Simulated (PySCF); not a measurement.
Two-photon absorption: 4-chlorobenzaldehyde, C$_{7}$H$_{5}$ClO

Geometry (Å), atoms numbered from 1 in this order:
```xyz
14

O     2.942    0.252   -0.194
C     2.091   -0.569    0.042
C     0.640   -0.287    0.052
C     0.177    1.005   -0.228
C    -1.183    1.279   -0.220
C    -2.084    0.249    0.071
Cl   -3.778    0.585    0.083
C    -1.641   -1.044    0.352
C    -0.275   -1.304    0.340
H     2.360   -1.631    0.275
H     0.911    1.782   -0.450
H    -1.561    2.279   -0.436
H    -2.367   -1.828    0.576
H     0.088   -2.312    0.559
```

Theory: TDDFT CAM-B3LYP/aug-cc-pVDZ excited states, vertical, gas phase (PySCF). Geometry: PBE0-D3(BJ)/def2-SVP.

Question: How strongly do the lowest singlets absorb one photon, and two photons of half the energy?

Answer: δ for parallel linear polarisation; σ at the peak of a Lorentzian of half width 0.1 eV, single beam; Ω is circular over linear.
| state | E (eV) | f | photon λ (nm) | δ (au) | σ (GM) | Ω | main |
| --- | --- | --- | --- | --- | --- | --- | --- |
| S1 | 3.86 | 0.000 | 642 | 0.11 | 0.00 | 1.50 | HOMO−1→LUMO 0.87 |
| S2 | 4.98 | 0.016 | 498 | 22.8 | 0.21 | 0.59 | HOMO−2→LUMO 0.62, HOMO→LUMO+1 0.34 |
| S3 | 5.10 | 0.359 | 486 | 537 | 5.12 | 0.70 | HOMO→LUMO 0.91 |
| S4 | 6.20 | 0.221 | 400 | 17.6 | 0.25 | 0.91 | HOMO→LUMO+1 0.62, HOMO−2→LUMO 0.34 |
| S5 | 6.43 | 0.000 | 386 | 0.33 | 0.01 | 1.50 | HOMO−1→LUMO+1 0.98 |
| S6 | 6.60 | 0.000 | 376 | 0.38 | 0.01 | 1.50 | HOMO→LUMO+2 0.68, HOMO→LUMO+5 0.08 |

Among these, the strongest one-photon state is S3, the strongest two-photon state S3, with a dipole change of 3.5 D (relaxed, norm of the difference vector).
